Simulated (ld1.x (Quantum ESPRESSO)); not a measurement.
**nickel: excitation energies, all-electron against RRKJ**

ld1.x (Quantum ESPRESSO) 7.5 input, shortened:

```
&input
   title='Ni', zed=28., rel=1, dft='PBESOL', iswitch=3,
   config='[Ar] 3d8 4s1.75 4p0'
 /
 &inputp
   pseudotype=2, tm=.false., rho0=0.02, lloc=-1, rcloc=1.30,
   nlcc=.true.
 /
3
4S  1  0   1.75   0.00  1.80  1.80  0.0
3P  2  1   6.00   0.00  0.90  0.90  0.0
3D  3  2   8.00   0.00  0.75  0.75  0.0
 &test
   configts(1)='3p6 3d8 4s1.75 4p0'
 /
```

Energies are relative to the spin-unpolarised reference configuration 3p6 3d8 4s1.75 4p0; without spin polarisation the order of configurations can differ from experiment. The frozen-core shift is the all-electron ΔE with the core orbitals held at their reference shape minus the fully relaxed ΔE.

| valence configuration | charge | ΔE all-electron (eV) | error AE − PS (meV) | frozen-core shift (meV) |
| --- | --- | --- | --- | --- |
| 3p6 3d8 4s2 4p0 | 0 | -1.636 | -0.1 | -0.2 |
| 3p6 3d8 4s0 4p0 | +2 | 24.961 | -34 | +3.9 |
| 3p6 3d8 4s1.5 4p0 | +0.5 | 2.091 | -0.6 | +0.3 |
| 3p6 3d6 4s0 4p0 | +4 | 119.918 | -35 | +154 |
| 3p6 3d7 4s2 4p1 | 0 | 8.942 | -148 | +16 |

(1) What are ΔE and the potential's error for 3p6 3d8 4s1 4p0?

(2) What are ΔE and the potential's error for 3p6 3d8 4s1 4p1?

Note: ghost state, extra bound levels that the all-electron valence spectrum of the same l lacks: s at -35.3 eV. A true bound ghost makes a file unfit for plane-wave use.

Results:

(1) ΔE = 7.700 eV all-electron; the error (AE − PS) is -5.0 meV.

(2) ΔE = 2.994 eV all-electron; the error (AE − PS) is -34 meV.

A variational frozen-core shift is positive and of second order in the change. This column holds negative values, so the frozen-core run of ld1.x carries numerical noise or an error of first order here, and the column gives no more than the rough size of the effect.
